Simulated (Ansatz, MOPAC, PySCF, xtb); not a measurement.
Lewis adduct: AlH3 (SMILES [AlH3]) (first 4 atoms) with C2H6O (SMILES COC); geometry from B3LYP-D3(BJ)/def2-TZVP, rigid monomers moved along the line of their centres of mass till Al1···O6 is 2.78 Å.
(charge 0, multiplicity 1):
```
atom    x (Å)    y (Å)   z (Å)
----  -------  -------  ------
Al     0.0753  -0.2123  0.6521
H     -1.4449  -0.3797  0.1993
H      0.7371   1.2098  0.3630
H      1.0151  -1.5001  0.6271
C      0.3174  -0.9283  4.3634
O     -0.2598  -0.0357  3.4034
C     -1.0612   1.0067  3.9715
H     -0.4761  -1.4201  4.9294
H      0.9683  -0.3689  5.0383
H      0.8924  -1.6603  3.8050
H     -1.8943   0.5691  4.5242
H     -1.4374   1.6084  3.1491
H     -0.4483   1.6217  4.6327
```

Monomers are frozen at their geometry in the pair; levels with a basis set take the counterpoise correction. Rows marked so take none.

Frozen-core correlation. Rows in 6-31G* carry no dispersion term and start afresh at each structure (6-31G* with six Cartesian d functions). The state reached by PM3, PM7 isn't checked; PM7 holds dispersion and hydrogen-bond terms.

The values were computed with Ansatz (an electronic-structure program) with Gaussian orbitals; MOPAC for PM3, PM7 (differences of heats of formation); PySCF for 6-31G* rows, the dispersion terms; xtb for the GFN methods. Each number belongs to the level named beside it.

```
level                          interaction energy (kcal/mol)
-----------------------------  -----------------------------
PM3                                                    -4.19
PM7                                                     4.03
GFN1-xTB                                              -19.95
GFN2-xTB                                              -19.35
BP86/6-31G* (no counterpoise)                         -13.96
r2SCAN-D4/def2-TZVPPD                                 -14.04
B3LYP/6-31G*                                               ?
PBE0-D3(BJ)/def2-TZVPPD                               -13.89
CCSD(T)/aug-cc-pV(D+d)Z                                    ?
```

Q: Some entries are withheld; supply them.

A: 
- B3LYP/6-31G*, interaction energy (kcal/mol): -12.26
- CCSD(T)/aug-cc-pV(D+d)Z, interaction energy (kcal/mol): -13.39
